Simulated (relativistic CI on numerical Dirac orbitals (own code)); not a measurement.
**One change at a time: In23+**

Base calculation: Dirac-Coulomb-Breit CI, orbitals from a KLI potential per configuration, model QED (radiative potential, 1s self-energy scaled to tabulated hydrogen-like ionisation energies), unscaled Slater integrals.

CI space (outside the closed core [Ne]): 3s2 3p6 3d8, 3s2 3p5 3d9, 3s2 3p4 3d10, 3s 3p6 3d9, 3p6 3d10, 3s 3p5 3d10, 3s2 3p6 3d7 4s, 3s2 3p6 3d7 4p, 3s2 3p6 3d7 4d, 3s2 3p4 3d9 4s, 3s2 3p6 3d7 4f, 3s2 3p5 3d8 4s, 3s2 3p4 3d9 4p, 3s2 3p6 3d6 4s2, 3s2 3p5 3d8 4p, 3s2 3p6 3d6 4s 4p, 3s2 3p4 3d9 4d, 3s 3p5 3d9 4s, 3s2 3p6 3d7 5s, 3s2 3p6 3d6 4p2, 3s2 3p6 3d7 5p, 3s2 3p6 3d6 4s 4d, 3s2 3p5 3d8 4d, 3s 3p5 3d9 4p, 3s 3p6 3d8 4s, 3s2 3p6 3d7 5d, 3s2 3p6 3d6 4p 4d, 3s2 3p5 3d7 4s2, 3s2 3p6 3d7 5f, 3s 3p5 3d9 4d, 3s 3p6 3d8 4p, 3p6 3d9 4s, 3s2 3p6 3d7 5g, 3s2 3p5 3d8 4f, 3s2 3p6 3d6 4d2, 3p6 3d9 4p. Levels of other configurations are missing.

The lowest level and the first level of each name with at least 55 % of one term (blank where a level has no safe partner in the second run):

```csv
Level,Base (eV),Shift (eV)
3s2 3p6 3d8 3F_4,0.000,0.000
3s2 3p6 3d8 3F_3,7.351,+0.194
3s2 3p6 3d8 3P_0,13.055,-0.165
3s2 3p6 3d8 3P_1,15.206,+0.029
3s2 3p6 3d8 1G_4,16.814,+0.302
3s2 3p6 3d8 1S_0,34.203,+0.156
3s2 3p5 3d9 3F°_4,207.373,+0.656
3s2 3p5 3d9 1D°_2,211.691,+0.623
3s2 3p5 3d9 3P°_1,225.023,+0.683
3s2 3p5 3d9 3P°_0,227.197,+0.754
3s2 3p5 3d9 3D°_1,231.443,+0.713
3s2 3p5 3d9 3F°_2,257.080,+1.481
3s2 3p5 3d9 1F°_3,267.978,+1.215
3s 3p6 3d9 3D_3,376.346,+0.567
3s 3p6 3d9 3D_2,379.191,+0.588
3s 3p6 3d9 3D_1,384.644,+0.785
3s 3p6 3d9 1D_2,388.140,+0.844
3s2 3p4 3d10 3P_2,435.406,+1.292
3s2 3p6 3d7 4s 5F_5,464.904,+0.080
3s2 3p4 3d10 3P_1,471.276,+1.840
3s2 3p6 3d7 4s 5F_3,472.284,+0.086
3s2 3p6 3d7 4s 5F_4,472.489,+0.209
```

At this charge energies of transitions that change n are usually good to better than 1 %, and those within a shell (Δn = 0) to a few per cent. Terms inside the open d or f shell come out 10 to 20 % too wide with unscaled integrals.

(1) One thing was changed in a second run, which moved the levels as shown. Which?
A. Breit term removed
B. configuration mixing switched off
C. QED terms removed

## Answers

(1) A. Breit term removed. The Breit term mainly narrows fine-structure intervals, so removing it widens them.

LS names give the leading component of a level, which can be under half, so a name can repeat, a term be missing and a line seem to break the LS rules.
